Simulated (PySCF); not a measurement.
ClH₄MoN₃, SMILES [NH]=[Mo](=[NH])([NH2])[Cl], multiplicity 1.

Coordinates come from a r2SCAN-D4/def2-SVP optimisation. The multiplicity is an assumed one; other spin states were not compared. The def2 effective core potentials stand for the cores of Mo; spin–orbit coupling is left out. Other conformers were not sampled.

Two levels are set side by side: PBE/def2-TZVP (PySCF) and r2SCAN/def2-TZVP (PySCF). Same geometry, gas phase. Differences are taken from unrounded values.

| quantity | PBE |
|---|---|
| orbital gap (eV) | 3.94 |
| highest occupied level (eV) | -6.39 |
| lowest empty level (eV) | -2.45 |
| dipole moment (D) | 3.62 |
| mean polarisability (bohr³) | 78.7 |

Task: These are the PBE values. What does r2SCAN give? (The exact figures need the calculation; the answer reports its results.)

Result: 
| quantity | r2SCAN | PBE minus r2SCAN |
|---|---|---|
| orbital gap (eV) | 4.26 | -0.31 |
| highest occupied level (eV) | -6.67 | 0.28 |
| lowest empty level (eV) | -2.42 | -0.03 |
| dipole moment (D) | 3.71 | -0.09 |
| mean polarisability (bohr³) | 77.0 | 1.6 |

Rough cost on one machine, each run with all the roots and properties that it gave: r2SCAN against PBE about 3 times.
